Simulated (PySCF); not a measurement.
Precursor series metal swap MX4 OH. Gas-phase values, no solvent. One relaxed conformer stands for each flexible species; it need not be the lowest.

The charge on the central atom (meta-Löwdin) from two functionals at the same geometries (BP86-D3(BJ)/def2-SVP), both in PySCF: PBE-D3(BJ)/def2-TZVP and TPSSh-D3(BJ)/def2-TZVP. 

```csv
species,PBE-D3(BJ)/def2-TZVP (e),TPSSh-D3(BJ)/def2-TZVP (e)
M = Ti ([Ti(OH)4]),1.35,1.46
"M = V, oxo ([V(=O)(OH)3])",1.32,1.41
"M = Cr, dioxo ([Cr(=O)2(OH)2])",1.31,1.40
```

Over these rows, drawn at random from the members with no instability flagged (it was tested for open shells, ions and some series alone), PBE minus TPSSh-D3(BJ): mean -0.10 e, from -0.11 e to -0.08 e.
